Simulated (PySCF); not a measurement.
**Al⁺: excitation energy**

Al⁺ [Ne] 3s2 (1S) → Al⁺ [Ne] 3s1 3p1, s spin flipped, as a difference of total energies. Calculation: PySCF 2.14, in x2c-TZVPPall (5s5p3d1f, 42 functions); the spin-free X2C one-electron Hamiltonian (Gaussian nucleus). Correlated levels: valence: [Ne] frozen. The calculations carry no spin-orbit coupling.

```csv
method,excitation energy (cm⁻¹)
UHF,45271
MP2 (valence),45987
SCS-MP2 (valence),46130
```

The upper determinant mixes two multiplicities, so it lies between the two terms.

The basis was made for the ground configuration and has no added diffuse functions, so the excitation energy can come out too high.

The coupled-cluster amplitudes are large for the upper state (T1 above 0.03 or a double amplitude above 0.15), so a single reference is strained.
